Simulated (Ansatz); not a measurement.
C2H8O2Si can be A, `OCC[SiH2]O`, or B, `OCCO[SiH3]`.

Gas-phase electronic energies from Ansatz, PBE0-D4/def2-TZVP geometries. CCSD(T)/CBS adds triple-zeta CCSD(T) − MP2 to the extrapolated MP2 energy (def2 sets, frozen cores). DFT in def2-TZVPP. B3LYP here is the variant with VWN-RPA as its local correlation; programs differ in this. One conformer a species, not always the lowest.

(1) Which is lower in electronic energy at CCSD(T)/CBS, and by how much? (An estimate is asked.)

(2) Give E(B) − E(A) in kcal/mol with CCSD(T)/def2-TZVPP, HF/def2-TZVPP, B2PLYP, ωB97M-V, B3LYP-D4, PBE-D4, B3LYP. (An estimate is asked.)

Largest T1 diagnostic: 0.011.

## Answers

(1) The calculation gave: A, by 21.0 kcal/mol.

(2) The calculation gave: CCSD(T)/def2-TZVPP 20.1, HF/def2-TZVPP 15.9, B2PLYP 19.5, ωB97M-V 20.7, B3LYP-D4 19.2, PBE-D4 20.4, B3LYP 18.3. None reverses the order clearly.

The D4 term adds +0.9 kcal/mol with B3LYP and +0.4 kcal/mol with PBE0; it sums over pairs of atoms, weighted by their polarisabilities, and B3LYP, whose exchange is more repulsive, gets the larger term. In def2-TZVPP, CCSD(T) changes the Hartree–Fock value by +4.2 kcal/mol (the triples alone add +0.4 kcal/mol) and MP2 by +5.8 kcal/mol.
